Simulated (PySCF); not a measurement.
B3LYP has the VWN-RPA correlation part, as in Gaussian. 

Z-matrix (Å, degrees):
```
C
C 1 1.2846
O 1 1.3362 2 148.19
H 3 0.9646 1 108.89 2 180.00
H 2 1.0722 1 153.21 3 0.00
C 1 1.4791 2 67.20 5 179.99
H 6 1.0918 1 120.06 2 -105.07
H 6 1.0918 7 113.39 1 151.74
```
Charge 0, multiplicity 1.

### Question
Predict the total energy, LUMO, dipole moment, HOMO–LUMO gap and HOMO from B3LYP-D3(BJ)/def2-TZVP in PySCF.

### Answer

- total energy: -191.9306 Ha
- LUMO: 0.43 eV
- dipole moment: 1.33 D
- HOMO–LUMO gap: 6.79 eV
- HOMO: -6.36 eV
